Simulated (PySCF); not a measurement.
Assigning NMR signals

Geometry (Å), atoms numbered from 1 in this order:
```xyz
14

P     2.605   -0.237    0.609
C     0.825   -0.081    0.222
C     0.105   -1.144   -0.315
C    -1.264   -1.042   -0.512
C    -1.933    0.124   -0.175
C    -1.224    1.188    0.365
C     0.142    1.084    0.570
H     3.049    0.917   -0.090
H     2.942   -1.117   -0.451
H     0.617   -2.060   -0.591
H    -1.808   -1.879   -0.936
H    -3.002    0.206   -0.333
H    -1.739    2.104    0.631
H     0.682    1.920    1.001
```

- PBE0-D3(BJ)/def2-TZVP geometry
- B97-2/pcSseg-2 with gauge-including orbitals
- program: PySCF 2.14.0 with density-fitted response routines
- non-relativistic, one averaged value for each set of equivalent atoms, single conformer, isolated molecule

Referencing at the same level of theory: TMS for ¹³C, ¹H.

Q: Assign these signals to the numbered atoms. ¹³C{¹H} NMR (computed): δ 140.4, 138.1, 135.1, 133.1.

A: 
140.4 → C2, substituted aromatic carbon
138.1 → C3/C7, aromatic CH: the aromatic region
135.1 → C4/C6, aromatic CH
133.1 → C5, aromatic CH

C4/C6 and C5 lie closer than the usual error of such a calculation, so a measured spectrum could show them in the other order.

Q: Assign these signals to the numbered atoms. ¹H NMR (500 MHz, computed): δ 7.64 (m, 2H), 7.50 (m, 2H), 7.43 (m, 1H), 4.42 (m, 2H).

A: 
| δ (ppm) | atoms | environment | reason |
| --- | --- | --- | --- |
| 7.64 | H10/H14 | hydrogen on an aromatic CH | the ring current deshields protons in the ring plane |
| 7.50 | H11/H13 | hydrogen on an aromatic CH | – |
| 7.43 | H12 | hydrogen on an aromatic CH | – |
| 4.42 | H8/H9 | hydrogen on a phosphorus bonded to C | – |

H11/H13 and H12 lie closer than the usual error of such a calculation, so a measured spectrum could show them in the other order.

Splittings by ³¹P in the carbon and heteronuclear signals aren't shown, as no couplings were computed. Shifts are as computed. Against solution values, carbons near 30 ppm lie about +3 ppm off and those near 130 ppm about +7 ppm. Of 1211 compounds with measured shifts, 218 miss one by over three times the rms of a fit or turn the order of signals round; such compounds aren't used in these exercises. Multiplicities follow the n + 1 count of equivalent neighbours, as no J values were calculated; m marks all less simple cases, F and P coupling included.
